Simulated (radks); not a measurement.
Charge is removed step by step from the 4d down level of neutral xenon, starting from [Kr] 4d(up 5, down 5) 5s2 5p6. All-electron calculation, scalar-relativistic Kohn-Sham, SCAN, spin-polarised, spherical densities, finite nucleus; meta-GGA in the generalised Kohn-Sham scheme; Fermi nuclear charge, rms radius 4.7859 fm. Program: a radial shooting solver on a logarithmic mesh with Libxc functionals.

\begin{tabular}{lrrr}
removed (e) & E - E(0) (eV) & eigenvalue (eV) & E minus straight line (eV) \\ \hline
0 & 0.000 & -60.521 & 0.000 \\
0.25 & 15.594 & -64.437 & -1.535 \\
0.5 & 32.209 & -68.472 & -2.049 \\
0.75 & 49.827 & -72.616 & -1.561 \\
1 & 68.516 & -76.861 & 0.000 \\
\end{tabular}

Removing the whole electron costs 68.516 eV by Delta-SCF, against 60.521 eV from minus the eigenvalue at the starting occupation. Slater's transition state (half an electron removed) gives 68.472 eV. Integrating minus the eigenvalue over the occupation (Janak's theorem) gives 68.545 eV. In this scalar-relativistic scheme the density is built from large components alone, so the theorem holds only approximately. The mean slope of the eigenvalue, de/dn, is 16.3 eV per electron.
